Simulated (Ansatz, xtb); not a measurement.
**H6NSbSi: where a starting geometry ends**

The starting geometry of this gas-phase singlet has its atoms placed at random.

```xyz
9

N     0.3596   -0.7684    0.2245
Sb    0.4167    1.8496   -0.5265
Si   -1.1942   -0.7985    1.0152
H     1.4280    1.6596    0.7390
H    -0.5814    0.7901    2.0214
H     1.2075   -0.1558   -0.3909
H     1.0316    0.4943    0.4650
H    -1.4836    0.5048    0.1829
H    -0.8782   -0.9912   -0.7600
```

Task: Guess where an optimisation with r2SCAN-D4/def2-SVP ends from this start.

Result: It ends as `N[SiH2][SbH2]`. Distances that change by over a tenth: N1–H6 (1.21 → 1.02 Å), Sb2–H6 (2.16 → 4.05 Å), Si3–H9 (1.81 → 2.38 Å). Contacts that close: N1–H9 (1.60 → 1.02 Å), Sb2–Si3 (3.46 → 2.61 Å), Si3–H5 (1.98 → 1.49 Å).

The energy falls by 12.16 eV over 30 steps:

| step | E − E(last) (eV) |
| --- | --- |
| 1 | 12.163 |
| 4 | 5.547 |
| 7 | 3.070 |
| 11 | 0.691 |
| 14 | 0.091 |
| 17 | 0.064 |
| 20 | 0.051 |
| 24 | 0.006 |
| 27 | 0.000 |
| 30 | 0.000 |

Final geometry (Å):

```yaml
atoms:
  - { symbol: N, position_ang: [-0.0722, -1.2706, 0.2267] }
  - { symbol: Sb, position_ang: [0.5517, 2.4513, 0.2974] }
  - { symbol: Si, position_ang: [-0.7793, 0.2407, 0.7146] }
  - { symbol: H, position_ang: [1.9726, 1.6959, 0.9054] }
  - { symbol: H, position_ang: [-1.0283, 0.1696, 2.1865] }
  - { symbol: H, position_ang: [0.7669, -1.5738, 0.7157] }
  - { symbol: H, position_ang: [0.9221, 1.9135, -1.2940] }
  - { symbol: H, position_ang: [-2.0778, 0.3864, -0.0108] }
  - { symbol: H, position_ang: [0.0502, -1.4286, -0.7709] }
```

From the same start GFN2-xTB ends elsewhere, in pieces: H5NSi + HSb.

From so rough a start the end depends on the optimiser's path, so another program may land elsewhere. No frequencies were run, so the end isn't proven a minimum. Atoms past krypton carry core potentials, without spin–orbit terms. Run with Ansatz 0.2.0, 59 s on 2 threads of Arm Neoverse V2, with other jobs on the host.
